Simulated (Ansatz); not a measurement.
Gas-phase electronic energies from Ansatz, PBE0-D4/def2-TZVP geometries. CCSD(T)/CBS is the MP2 limit (def2-TZVPP, def2-QZVPP) plus CCSD(T) − MP2 in def2-TZVPP, frozen cores. This one scheme is used for every species. Functionals use def2-TZVPP. B3LYP here is the variant with VWN-RPA as its local correlation; programs differ in this. Each species was taken in one conformer, which may not be the lowest.

Consider the ligand exchange at the Si–C bond: `[SiH3]C1(Cl)C=C1` + `N[SiH](O)F` → `O[SiH](F)N[SiH3]` + `ClC1C=C1`.

```tsv
level	ΔE (kJ/mol)
PBE0-D4	-52.7
ωB97M-V	-56.4
B2PLYP	-57.4
B3LYP	-57.6
CCSD/def2-TZVPP	-60.1
HF/def2-QZVPP	-72.4
SCS-MP2/def2-QZVPP	-58.0
MP2/CBS(def2)	-53.5
```

Question: What does CCSD(T)/CBS give? (Best estimate.)

Answer: Ansatz gave: -55.1 kJ/mol. The listed levels differ from it by 2.4, -1.3, -2.3, -2.5, -5.0, -17.3, -2.9, 1.6 kJ/mol.

Largest T1 diagnostic among the species: 0.011.

In def2-TZVPP, CCSD(T) changes the Hartree–Fock value by +14.7 kJ/mol (the triples alone add +3.3 kJ/mol) and MP2 by +16.4 kJ/mol. From PBE to PBE0 (25 % exact exchange), in def2-TZVPP and without D4, ΔE moves by −5.3 kJ/mol.
